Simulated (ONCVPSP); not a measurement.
# PBE ONCV dataset for hydrogen, non-relativistic all-electron reference.

ONCVPSP 4.0.1 input, shortened (lines: element, Z, core and valence counts, functional; n l f; lmax; l rc ep ncon nbas qcut; lloc lpopt rc5 dvloc0; l nproj debl; icmod fcfact rcfact), PBE, non-relativistic:

```
  H 1.00    0    1        4      upf
    1    0    1.00
    1
    0    1.10    0.00    3    7    5.00
    1    1.10    0.37    3    6    7.50
    4    5    1.00    0.00
    0    2    1.90
    1    2    3.10
    0    0.00    0.00
```

All-electron outer shells of the reference configuration (PBE, non-relativistic, ld1.x):

```tsv
shell	level (eV)	outermost node (bohr)	outermost maximum (bohr)
1s	-6.49	–	1.03
```

Calculated quality:

```
Cutoffs needed : 13 Ha and 92 Ha (the cutoffs (Ha) at which the residual kinetic energy of the hardest occupied pseudo-wave falls to 1 and 0.1 mHa per electron)
Ghost test     : no bound ghost flagged; no localised positive-energy state flagged
```

Generation and tests took about 0.93 s on one core of a shared server CPU.
